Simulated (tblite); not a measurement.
Compound: C6H6N (doublet state).
Atom-mapped SMILES: `[C:1]#[C:2][C@@H:3]([NH2:4])[CH2:5][C:6]#[CH:7]` (hydrogens: H8 on C3; H9, H10 on N4; H11, H12 on C5; H13 on C7)
Bond orders are those of one Lewis drawing.

Computed with GFN2-xTB (tblite), gas phase: L-BFGS steps from a force-field or distance-geometry start until the largest atomic force falls under 0.01 eV/Å.

Step 45: E = -504.9271 eV
```
atom  x, y, z in Å  |  force x, y, z in eV/Å
C1     -0.6315    0.1570    2.6891    0.043   0.084   0.018
C2     -0.7911    0.0767    1.5065   -0.016  -0.018  -0.024
C3     -0.9852   -0.2260    0.0638   -0.050   0.069  -0.121
N4     -1.1023    0.9468   -0.7544    0.225   0.018  -0.036
C5      0.1878   -1.0891   -0.4300    0.036   0.084   0.001
C6      1.4128   -0.3180   -0.2874   -0.113  -0.056   0.132
C7      2.3000    0.4691   -0.1204    0.039   0.007  -0.064
H8     -1.9346   -0.7747    0.0103   -0.025  -0.091  -0.080
H9     -0.1902    1.2919   -1.0472   -0.148   0.023   0.149
H10    -1.6421    1.6836   -0.3248   -0.101   0.033   0.002
H11     0.2039   -2.0029    0.1681    0.222   0.001  -0.072
H12     0.0551   -1.3390   -1.4888   -0.098  -0.034   0.101
H13     3.1129    1.1250   -0.0024   -0.016  -0.119  -0.006
```

Step 46: E = -504.9340 eV
```
atom  x, y, z in Å  |  force x, y, z in eV/Å
C1     -0.6224    0.1652    2.6846    0.037   0.075   0.048
C2     -0.7939    0.0687    1.5054   -0.026   0.029  -0.009
C3     -0.9893   -0.2232    0.0616    0.032  -0.044  -0.069
N4     -1.0958    0.9486   -0.7546    0.133   0.166  -0.002
C5      0.1873   -1.0870   -0.4258    0.028  -0.014  -0.025
C6      1.4164   -0.3222   -0.2969   -0.151  -0.022   0.201
C7      2.3018    0.4646   -0.1202    0.052   0.034  -0.071
H8     -1.9368   -0.7777    0.0053    0.004  -0.035  -0.099
H9     -0.1790    1.3061   -1.0212   -0.203  -0.001   0.162
H10    -1.6614    1.6794   -0.3392    0.002  -0.075  -0.062
H11     0.2080   -2.0057    0.1669    0.199   0.061  -0.041
H12     0.0493   -1.3415   -1.4796   -0.105  -0.047  -0.022
H13     3.1113    1.1251   -0.0039   -0.001  -0.127  -0.011
```

Q: Estimate the geometry and energy of step 47. (The exact step hangs on the optimiser's Hessian estimate; all steps are aligned on step 46, rigid shifts and turns removed.)

A: E = -504.9399 eV, largest force 0.255 eV/Å
```
atom  x, y, z in Å  |  force x, y, z in eV/Å
C1     -0.6065    0.1742    2.6769   -0.004   0.047  -0.102
C2     -0.8035    0.0590    1.5023   -0.028   0.085   0.159
C3     -0.9977   -0.2223    0.0563    0.094  -0.118   0.020
N4     -1.0939    0.9549   -0.7532   -0.036  -0.002   0.015
C5      0.1861   -1.0818   -0.4199    0.010  -0.116  -0.086
C6      1.4152   -0.3207   -0.2980   -0.155   0.022   0.201
C7      2.3038    0.4618   -0.1210    0.050   0.044  -0.063
H8     -1.9414   -0.7875   -0.0083    0.057   0.060  -0.099
H9     -0.1799    1.3119   -1.0105   -0.030   0.049   0.116
H10    -1.6635    1.6808   -0.3403   -0.051  -0.010  -0.027
H11     0.2228   -2.0035    0.1671    0.125   0.081   0.026
H12     0.0411   -1.3460   -1.4675   -0.076  -0.045  -0.147
H13     3.1130    1.1198   -0.0015    0.045  -0.097  -0.013
```

The energy changes by -0.0059 eV. The first-order estimate −F·Δx gives -0.0100 eV and the mean of the old and new forces, exact on a quadratic surface, -0.0059 eV. The step makes an angle of 64° with the force vector and moves no atom by more than 0.020 Å.

What follows is the cost of the whole relaxation. Hardware: one thread of an Arm Neoverse V2, shared host with 96 logical CPUs at a one-minute load of 41. Cost: 0.31 s of wall time.
